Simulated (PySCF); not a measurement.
This PySCF input asks for the NMR shieldings of `InChI=1S/C7H11PS/c1-3-8(2)7-4-5-9-6-7/h4-6H,3H2,1-2H3`; the geometry comes from GFN2-xTB.

```python
import basis_set_exchange as bse
import numpy as np
from pyscf import gto, dft
from pyscf.prop import nmr

atoms = """
C    -1.919003    1.479165   -0.310402
C    -1.777793   -0.032075   -0.200492
P    -0.532444   -0.503063    1.110965
C    -0.482671   -2.322254    0.761977
C     0.976937    0.028093    0.221466
C     1.739522    1.138634    0.676762
C     2.819562    1.391394   -0.098947
S     2.944710    0.282723   -1.409006
C     1.516093   -0.525688   -0.898634
H    -2.213371    1.903681    0.647333
H    -0.972434    1.929008   -0.605966
H    -2.672017    1.742467   -1.051262
H    -1.474554   -0.460365   -1.160451
H    -2.732822   -0.479051    0.089591
H    -1.352747   -2.782545    1.227634
H     0.413822   -2.744649    1.211324
H    -0.494207   -2.536908   -0.304528
H     1.473614    1.710607    1.548159
H     3.561274    2.157381    0.010402
H     1.173380   -1.365878   -1.468961
"""
names = dict.fromkeys(["C", "P", "S", "H"], "pcSseg-1")
basis = {el: gto.basis.parse(bse.get_basis(n, elements=[el], fmt="nwchem")) for el, n in names.items()}
mol = gto.M(atom=atoms, basis=basis, charge=0, verbose=0)
mf = dft.RKS(mol, xc="PBE0")
mf.grids.level = 2
mf.grids.alignment = dft.numint.BLKSIZE   # the property module wants whole blocks of grid points
mf.conv_tol = 1e-9
mf.kernel()

calc = nmr.RKS(mf)   # GIAO
C = mf.mo_coeff
Co = C[:, mf.mo_occ > 0]
resp = mf.gen_response(singlet=True, hermi=2)
def vind(x):   # induced exchange potential for any number of trial vectors
    d = np.einsum("pi,xij,qj->xpq", C, 2 * x.reshape(-1, C.shape[1], Co.shape[1]), Co, optimize=True)
    return np.einsum("xpq,pi,qj->xij", resp(d - d.transpose(0, 2, 1)), C, Co, optimize=True).ravel()
mo1, _ = nmr.rhf.solve_mo1(calc, with_cphf=vind)
sigma = calc.kernel(mo1)
for i, s in enumerate(sigma):   # ppm
    print("%2d %-2s %9.2f" % (i, mol.atom_pure_symbol(i), np.trace(s) / 3))
```

Question: What are the results?

Answer: 
```
 0 C     174.06
 1 C     149.92
 2 P     389.82
 3 C     170.41
 4 C      39.99
 5 C      47.02
 6 C      53.58
 7 S     249.26
 8 C      52.95
 9 H      30.68
10 H      31.05
11 H      30.51
12 H      30.37
13 H      29.97
14 H      30.36
15 H      30.41
16 H      30.16
17 H      24.34
18 H      24.54
19 H      24.41
```

These numbers come from an equivalent density-fitted implementation of the same equations, which agrees with the script to about 0.01 ppm for H and up to a few tenths of a ppm for heavy atoms, so last digits may differ.

Size and cost of the density-fitted run: 222 basis functions, about 2.5 core-minutes.
